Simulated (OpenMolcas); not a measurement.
# OpenMolcas run: neutral aluminium

Input:

```
&GATEWAY
Coord
1

Al 0.0 0.0 0.0
Basis=ANO-R2
Group=XYZ
NoMove
AngMom=0.0 0.0 0.0
AMFI
&SEWARD
&RASSCF
FileOrb=start.orb
Symmetry=2
Spin=2
nActEl=1 0 0
Inactive=3 3
Ras2=0 3
CIRoot=3 3 1
SDav=3
CIMx=300
Iter=120 100
PrWF=0.3
OrbListing=Nothing
MaxOrb=0
Atom
>>> COPY $Project.JobIph JOB001
&RASSI
NrOfJobIphs=1 3
1 2 3
IphNames
JOB001
EJob
SpinOrbit
DIPRint=1.0
SOCoupling=1000.0
Subsets=2
MEES
Property=10
'ANGMOM' 1 'ANGMOM' 2 'ANGMOM' 3 'MLTPL  1' 1 'MLTPL  1' 2 'MLTPL  1' 3
'AMFI' 1 'AMFI' 2 'AMFI' 3 'MLTPL  2' 6
SOProperty=3
'ANGMOM' 1 'ANGMOM' 2 'ANGMOM' 3
```

Launched by
```bash
OMP_NUM_THREADS=1 MOLCAS_MEM=1689 MOLCAS_PROJECT=a pymolcas a.inp > a.log  # once for each step of the input, in one work folder
```

A driver script runs the steps one by one and writes start.orb anew before each from the orbitals found so far.

Output, cut to the results:

```
--- SEWARD ---
Basis set label: AL.ANO-R...5S5P3D1F.

      Electronic valence basis set:
      ------------------
      Associated Effective Charge  13.000000 au
      Associated Actual Charge     13.000000 au
      Nuclear Model: Finite nucleus - Gaussian distribution
        Gaussian exponent, Xi/bohr**(-2):  4.43360E+08

      Shell  nPrim  nBasis  Cartesian Spherical Contaminant
         s      16       5        X
         p      11       5        X
         d       7       3                 X
         f       5       1                 X
                  Relativistic X2C integrals
                  Atomic mean-field integrals
--- RASSCF ---
Wave function specifications:
      -----------------------------

      Number of closed shell electrons          12
      Number of electrons in active shells       1
      Max number of holes in RAS1 space          0
      Max nr of electrons in RAS3 space          0
      Number of inactive orbitals                6
      Number of active orbitals                  3
      Number of secondary orbitals              33
      Spin quantum number                      0.5
      State symmetry                             2
Orbital specifications:
      -----------------------

      Symmetry species                           1   2
                                                ag  au
      Frozen orbitals                            0   0
      Inactive orbitals                          3   3
      Active orbitals                            0   3
      RAS1 orbitals                              0   0
      RAS2 orbitals                              0   3
      RAS3 orbitals                              0   0
      Secondary orbitals                        17  16
      Deleted orbitals                           0   0
      Number of basis functions                 20  22
      Number of CSFs                             3
      Number of root(s) required                 3
      Iter CI   SX   CI       RASSCF       Energy    max ROT     max BLB   max BLB  Level Ln srch  Step   QN
          iter iter root      energy       change     param      element    value   shift minimum  type update
 Nr of preliminary CI iterations:   1
        1   1   10    0  -242.30794381    0.00E+00   4.97E-02    3   5 1  5.34E-02*  0.06   0.00    SX    NO
        2   1   11    0  -242.31170301   -3.76E-03* -8.83E-03    3   9 2 -9.59E-03*  0.05   0.00    SX    NO
        3   1   10    0  -242.31186321   -1.60E-04*  3.28E-03    3   4 1 -3.33E-03*  0.05   0.00    SX    NO
        4   1    9    0  -242.31188111   -1.79E-05*  1.20E-03    3   4 1 -1.21E-03*  0.05   0.00    SX    NO
        5   1    8    0  -242.31188368   -2.56E-06*  6.78E-04    3   4 1 -4.77E-04*  0.05   1.57    LS   YES
        6   1    9    0  -242.31188406   -3.85E-07*  1.14E-04    1   7 2  3.91E-04*  0.05   1.00    QN   YES
        7   1    8    0  -242.31188413   -6.71E-08*  2.08E-05    3  12 2  8.02E-05   0.05   0.85    QN   YES
        8   1    5    0  -242.31188413   -2.49E-09   2.47E-06    1  10 2  1.62E-06   0.05   1.01    QN   YES
      Convergence after  8 iterations
        9   1    5    0  -242.31188413   -7.19E-12   2.47E-06    3   5 1  5.29E-07   0.05   1.01    QN   YES
      Natural orbitals and occupation numbers for root  1
      sym 2:   1.000000   0.000000   0.000000
      Natural orbitals and occupation numbers for root  2
      sym 2:   0.000000   1.000000   0.000000
      Natural orbitals and occupation numbers for root  3
      sym 2:   0.000000   0.000000   1.000000
::    RASSCF root number  1 Total energy:   -242.31188413
::    RASSCF root number  2 Total energy:   -242.31188413
::    RASSCF root number  3 Total energy:   -242.31188413

--- RASSI ---
SPIN-FREE ENERGIES:
  (Shifted by EMIN (a.u.) =       -242.3118841312)

 SF State       Relative EMIN(au)   Rel lowest level(eV)    D:o, cm**(-1)      L_eff

     1             0.0000000000        0.0000000000              0.0000         1.0
     2             0.0000000000        0.0000000000              0.0000         1.0
     3             0.0000000000        0.0000000000              0.0000         1.0
     Dipole printing threshold changed to   1.00000000E+00
Eigenvalues of complex Hamiltonian:
   -----------------------------------
  (Shifted by EMIN (a.u.) =       -242.3118841312)

 SO State       Relative EMIN(au)   Rel lowest level(eV)    D:o, cm**(-1)     J-value

     1            -0.0002810049        0.0000000000              0.0000         0.4
     2            -0.0002810049        0.0000000000              0.0000         0.4
     3             0.0001405024        0.0114697975             92.5102         1.4
     4             0.0001405024        0.0114697975             92.5102         1.4
     5             0.0001405024        0.0114697975             92.5102         0.8
     6             0.0001405024        0.0114697975             92.5102         0.8
Weights of the five most important spin-orbit-free states for each spin-orbit state.

 SO State  Total energy (au)           Spin-free states, spin, and weights
 -------------------------------------------------------------------------------------------------------
    1        -0.000281       3 0.5  0.3333    2 0.5  0.3333    1 0.5  0.3333
    2        -0.000281       3 0.5  0.3333    2 0.5  0.3333    1 0.5  0.3333
    3         0.000141       3 0.5  0.6667    2 0.5  0.1667    1 0.5  0.1667
    4         0.000141       3 0.5  0.6667    2 0.5  0.1667    1 0.5  0.1667
    5         0.000141       2 0.5  0.5000    1 0.5  0.5000    3 0.5  0.0000
    6         0.000141       2 0.5  0.5000    1 0.5  0.5000    3 0.5  0.0000
...
```

The J values that RASSI prints are effective ones from its own formula and need not be integers or half-integers; the table below assigns J from the states.

Levels above the lowest, from the spin-orbit matrix, grouped by J:

```tsv
Configuration	Term	J	E (cm⁻¹)	Measured (cm⁻¹)	g	Term weight %
3s² 3p	²P°	1/2	0.0	0.0	0.666	100
3s² 3p	²P°	3/2	92.5	112	1.334	100
```

Against the measured value (NIST Handbook of Basic Atomic Spectroscopic Data): 3s² 3p ²P°_3/2: computed 92.5, measured 112 cm⁻¹ (-17.4 %).

With one active electron the reference holds no correlation, so core polarisation is missing. Measured partners are found by configuration, term and J. A level has none where our copy of the source lacks it or the pairing is in doubt (some pairs that miss far off the trend of their configuration count as doubtful), and it then counts in no deviation. Only configurations of the active space appear.

The term weight is that of the spin-free term in the level, not the purity of its configuration. ° marks odd parity.
